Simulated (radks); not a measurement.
All-electron atom: neutral antimony in [Kr] 4d10 5s2 5p2 6s1 (not the ground configuration).

Method: Dirac Kohn-Sham, PBE, spin-unpolarised, spherical densities, finite nucleus; open shells are shared between the two j in proportion to 2j + 1; Fermi nuclear charge, rms radius 4.6802 fm; computed with a radial shooting solver on a logarithmic mesh with Libxc functionals.

Energy parts (eV):
total: -176414.880
kinetic: 186148.927
electron-nucleus: -428177.211
Hartree: 70251.467
exchange-correlation: -4638.063

Orbitals (lengths in bohr, moments of r in powers of bohr; <r^-3> diverges for s and p1/2):
| orbital | occ. | eigenvalue (eV) | <r^-3> | <r^2> | <1/r> |
|---|---|---|---|---|---|
| 1s1/2 | 2 | -30287.15 | - | 0.001094 | 54.32 |
| 2s1/2 | 2 | -4610.918 | - | 0.01767 | 12.62 |
| 2p1/2 | 2 | -4314.039 | - | 0.01311 | 12.61 |
| 2p3/2 | 4 | -4062.226 | 4596 | 0.01441 | 11.70 |
| 3s1/2 | 2 | -907.3241 | - | 0.1248 | 4.476 |
| 3p1/2 | 2 | -785.9572 | - | 0.1197 | 4.385 |
| 3p3/2 | 4 | -739.4920 | 865.3 | 0.1280 | 4.164 |
| 3d3/2 | 4 | -525.1832 | 136.8 | 0.1092 | 4.012 |
| 3d5/2 | 6 | -515.5270 | 127.3 | 0.1117 | 3.955 |
| 4s1/2 | 2 | -152.7826 | - | 0.7075 | 1.770 |
| 4p1/2 | 2 | -111.7438 | - | 0.7913 | 1.655 |
| 4p3/2 | 4 | -103.1564 | 160.0 | 0.8477 | 1.583 |
| 4d3/2 | 4 | -38.2891 | 18.08 | 1.231 | 1.306 |
| 4d5/2 | 6 | -37.0440 | 16.64 | 1.263 | 1.288 |
| 5s1/2 | 2 | -16.2482 | - | 5.325 | 0.5984 |
| 5p1/2 | 0.666667 | -8.2020 | - | 8.087 | 0.4855 |
| 5p3/2 | 1.33333 | -7.4884 | 13.16 | 8.816 | 0.4635 |
| 6s1/2 | 1 | -1.8169 | - | 50.62 | 0.1860 |

The highest occupied level is 6s1/2 at -1.817 eV. The electron density at the nucleus is 2.09e+05 e/bohr^3. The density falls to 0.001 e/bohr^3 at r = 4.79 bohr.
